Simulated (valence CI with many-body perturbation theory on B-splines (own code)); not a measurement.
E1 line list for Ba⁴²⁺

Method: configuration interaction combined with many-body perturbation theory (CI+MBPT): four valence electrons over a frozen Dirac-Fock core [Ne], a basis of 11 s, 11 p, 9 d, 7 f, 5 g, 2 h, 1 i functions for each j, with the one-electron correlation potential Σ1 (screened to all orders), the two-electron term Σ2, the three-electron term Σ3, Breit, model QED; selected single and double excitations, second order for the rest (own B-spline code, finite nucleus).

The last digits are not significant, and no measured levels were compared; by estimate large intervals hold to a few tenths of a per cent, small ones and those within an open d or f shell to about a per cent.

Lines 151 to 200 of 221 in falling wavelength, among levels below 38.592 Ry, chosen from the strongest by gf and those to the six lowest levels. Wavelengths and rates use the calculated energies. Electric multipoles are in the length gauge, E1 and E2 with the static RPA response of the core. Weak lines are less certain than strong ones. Lines between different terms over intervals too small for the method are left out, as are lines whose strength nearly cancels. The highest levels of a list are the least certain.

Levels are named by their leading jj configuration (3d3/2^4 stands for four electrons in 3d with j = 3/2), which in mixed levels can hold well under half, so a name can repeat and another be missing. Letters in brackets count levels of one name in rising energy.

```tsv
λ vac (nm)	Upper	Lower	A (s⁻¹)	log gf	Branch %
5.537	(3s 3p1/2 3p3/2^2) J=1 [a]	(3s^2 3p1/2 3p3/2) J=1	1.47e+11	-0.69	86.5
5.524	(3s 3p1/2 3p3/2 3d3/2) J=3 [c]	(3s^2 3p1/2 3d3/2) J=2	2.81e+11	-0.05	95.8
5.490	(3s 3p3/2^3) J=1	(3s^2 3p3/2^2) J=0	2.87e+11	-0.41	38.5
5.481	(3s 3p1/2 3p3/2 3d5/2) J=1 [b]	(3s^2 3p1/2 3d5/2) J=2	2.16e+10	-1.53	12.8
5.470	(3s 3p1/2 3p3/2 3d3/2) J=2 [a]	(3s 3p1/2^2 3p3/2) J=2	1.44e+10	-1.49	11.6
5.458	(3s 3p1/2 3p3/2^2) J=2 [b]	(3s^2 3p1/2 3p3/2) J=1	1.75e+10	-1.41	6.4
5.448	(3s 3p1/2 3p3/2^2) J=1 [b]	(3s^2 3p1/2 3p3/2) J=2	3.59e+11	-0.32	68.2
5.373	(3s 3p1/2 3p3/2 3d5/2) J=3 [d]	(3s^2 3p1/2 3d5/2) J=3	1.10e+11	-0.48	28.1
5.360	(3s 3p1/2 3p3/2 3d5/2) J=2 [c]	(3s^2 3p1/2 3d5/2) J=3	7.22e+10	-0.81	23.6
5.355	(3s 3p1/2 3p3/2 3d3/2) J=1 [c]	(3s^2 3p1/2 3d3/2) J=2	2.70e+11	-0.46	86.6
5.299	(3s 3p1/2 3p3/2 3d5/2) J=2 [c]	(3s^2 3p1/2 3d3/2) J=1	1.63e+10	-1.46	5.3
5.292	(3s 3p1/2 3p3/2^2) J=1 [b]	(3s^2 3p1/2 3p3/2) J=1	1.55e+11	-0.71	29.4
5.287	(3s 3p1/2 3p3/2 3d3/2) J=1 [a]	(3s 3p1/2^2 3p3/2) J=2	6.57e+09	-2.08	45.5
5.277	(3s 3p1/2 3p3/2 3d5/2) J=1 [c]	(3s^2 3p1/2 3d5/2) J=2	3.25e+10	-1.39	12.4
5.236	(3s 3p1/2 3p3/2 3d5/2) J=2 [c]	(3s^2 3p1/2 3d5/2) J=2	1.17e+10	-1.62	3.8
5.224	(3s 3p1/2 3p3/2 3d3/2) J=2 [c]	(3s 3p1/2^2 3p3/2) J=1	3.26e+10	-1.18	17.0
5.223	(3s 3p1/2 3p3/2 3d5/2) J=2 [d]	(3s^2 3p1/2 3d5/2) J=3	1.76e+11	-0.44	30.1
5.217	(3s 3p1/2 3p3/2 3d3/2) J=3 [a]	(3s 3p1/2^2 3p3/2) J=2	1.14e+10	-1.49	60.6
5.204	(3s 3p1/2 3p3/2 3d3/2) J=2 [b]	(3s 3p1/2^2 3p3/2) J=2	6.73e+10	-0.86	40.6
5.182	(3s 3p1/2 3p3/2 3d5/2) J=2 [b]	(3s^2 3p1/2 3d3/2) J=2	2.72e+10	-1.26	11.7
5.157	(3s 3p3/2^3) J=1	(3s^2 3p3/2^2) J=2	4.58e+11	-0.26	61.4
5.105	(3s 3p1/2 3p3/2 3d5/2) J=2 [d]	(3s^2 3p1/2 3d5/2) J=2	3.52e+10	-1.16	6.0
5.022	(3s 3p1/2 3p3/2 3d3/2) J=2 [e]	(3s^2 3p1/2 3d3/2) J=2	1.36e+11	-0.59	18.9
4.975	(3s 3p1/2 3p3/2 3d5/2) J=1 [a]	(3s 3p1/2^2 3p3/2) J=1	6.52e+10	-1.14	22.5
4.882	(3s^2 3d3/2^2) J=2	(3s^2 3p1/2 3d3/2) J=1	5.27e+11	-0.03	56.0
4.805	(3s 3p1/2 3p3/2 3d3/2) J=2 [c]	(3s 3p1/2^2 3p3/2) J=2	2.84e+10	-1.31	14.8
4.770	(3s 3p1/2 3p3/2 3d3/2) J=3 [b]	(3s 3p1/2^2 3p3/2) J=2	2.96e+11	-0.15	90.8
4.711	(3s^2 3p3/2 3d3/2) J=2	(3s^2 3p1/2 3p3/2) J=2	4.92e+11	-0.09	67.2
4.709	(3s^2 3p3/2 3d3/2) J=3	(3s^2 3p1/2 3p3/2) J=2	4.32e+11	0.00	99.2
4.700	(3s^2 3p3/2 3d3/2) J=1	(3s^2 3p1/2 3p3/2) J=2	6.72e+10	-1.18	11.3
4.683	(3s 3p1/2 3p3/2 3d3/2) J=2 [d]	(3s 3p1/2^2 3p3/2) J=2	4.16e+11	-0.17	91.8
4.668	(3s 3p1/2 3p3/2 3d3/2) J=1 [b]	(3s 3p1/2^2 3p3/2) J=2	4.18e+11	-0.39	94.0
4.630	(3s^2 3p3/2 3d5/2) J=2	(3s^2 3p1/2 3p3/2) J=2	3.43e+08	-3.26	2.8
4.621	(3s 3p1/2 3p3/2 3d3/2) J=1 [d]	(3s 3p1/2^2 3p3/2) J=1	6.03e+11	-0.24	83.4
4.614	(3s 3p1/2 3p3/2 3d3/2) J=0 [b]	(3s 3p1/2^2 3p3/2) J=1	2.68e+11	-1.07	61.1
4.609	(3s 3p1/2 3p3/2 3d5/2) J=2 [a]	(3s 3p1/2^2 3p3/2) J=2	6.63e+10	-0.98	40.2
4.594	(3s^2 3p3/2 3d3/2) J=2	(3s^2 3p1/2 3p3/2) J=1	2.40e+11	-0.42	32.7
4.594	(3s 3p1/2 3p3/2 3d5/2) J=1 [a]	(3s 3p1/2^2 3p3/2) J=2	1.12e+10	-1.97	3.9
4.584	(3s^2 3p3/2 3d3/2) J=1	(3s^2 3p1/2 3p3/2) J=1	5.26e+11	-0.30	88.6
4.582	(3s 3p1/2 3p3/2 3d3/2) J=3 [c]	(3s 3p1/2^2 3p3/2) J=2	1.29e+08	-3.55	0.0
4.576	(3s^2 3p1/2 3d3/2) J=1	(3s^2 3p1/2^2) J=0	7.14e+11	-0.17	99.6
4.561	(3s^2 3p3/2 3d3/2) J=0	(3s^2 3p1/2 3p3/2) J=1	5.18e+11	-0.79	100.0
4.553	(3s 3p1/2 3p3/2 3d3/2) J=2 [e]	(3s 3p1/2^2 3p3/2) J=1	3.00e+11	-0.33	41.7
4.517	(3s^2 3p3/2 3d5/2) J=2	(3s^2 3p1/2 3p3/2) J=1	7.44e+08	-2.94	6.1
4.478	(3s 3p1/2 3p3/2 3d5/2) J=3 [a]	(3s 3p1/2^2 3p3/2) J=2	5.23e+10	-0.96	38.5
4.465	(3s 3p1/2 3p3/2 3d3/2) J=1 [c]	(3s 3p1/2^2 3p3/2) J=2	7.58e+08	-3.17	0.2
4.393	(3s^2 3d3/2^2) J=2	(3s^2 3p1/2 3d3/2) J=2	3.62e+11	-0.28	38.5
4.345	(3s 3p1/2 3p3/2 3d5/2) J=2 [b]	(3s 3p1/2^2 3p3/2) J=2	2.84e+10	-1.40	12.2
4.326	(3s 3p1/2 3p3/2 3d5/2) J=3 [b]	(3s 3p1/2^2 3p3/2) J=2	8.62e+10	-0.77	30.3
4.290	(3s 3p1/2 3p3/2 3d3/2) J=1 [d]	(3s 3p1/2^2 3p3/2) J=2	1.70e+08	-3.85	0.0
```
